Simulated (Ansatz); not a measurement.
Pulling the pair apart

The pair of CH$_{2}$O (SMILES C=O, atoms 1–4) and H$_{2}$Te (SMILES [TeH2], atoms 5–7), both closed shells, in one local arrangement (a lower one may exist), relaxed at PBE0-D4/def2-TZVP:

```xyz
7
angstrom
C -0.1337 -0.1234 -1.6042
O 1.0370 -0.1282 -1.8573
H -0.6811 0.8086 -1.3622
H -0.7405 -1.0503 -1.6058
Te 0.1921 -0.5756 1.9082
H -0.7179 0.2786 2.9971
H 1.0439 0.7901 1.5241
```

H$_{2}$Te is shifted rigidly along the line between the mean atom positions of the two fragments (negative: closer). Counterpoise interaction energies in kcal/mol. Ansatz 0.2.0; basis: def2-TZVPPD; cores frozen in the correlated methods. Filled d shells of the heavier atoms are correlated. Core potentials replace the inner electrons of the atoms past krypton. The def2 sets are not built for correlating such inner shells, so the correlated values are less sure here.

| shift (Å) | PBE-D4 | MP2 | wB97M-V |
| --- | --- | --- | --- |
| -0.36 | -2.30 | -0.35 | -0.76 |
| -0.18 | -2.61 | -1.16 | -1.48 |
| 0.00 | -2.59 | -1.50 | -1.74 |
| 0.18 | -2.41 | -1.57 | -1.74 |
| 0.43 | -2.05 | -1.45 | -1.54 |
| 0.89 | -1.37 | -1.05 | -1.07 |
| 1.78 | -0.58 | -0.48 | -0.50 |
| 3.56 | -0.13 | -0.13 | -0.13 |

Q: What does CCSD(T) give at these shifts? (To be estimated.)

A: Computed: 0.23, -0.75, -1.21, -1.36, -1.32, -0.98, -0.46, -0.12 kcal/mol. For zero shift, CCSD(T) at an estimated basis limit (MP2 extrapolated from triple and quadruple zeta, plus CCSD(T) − MP2 in triple zeta) gives -1.58 kcal/mol. These are counterpoise interaction energies, counted from the two frozen fragments.

The T1 diagnostic stays at or below 0.014.

For scale, one of the runs: CCSD(T)/def2-TZVPPD, 204 basis functions, launched by `ansatz run in.yaml --threads 4 --pin off --events-out ev --progress --plain --max-ram 9574MiB`. Time: 66 s of wall clock on 4 CPU threads of an Arm Neoverse V2; the host was shared. Peak host memory: 3 GiB.
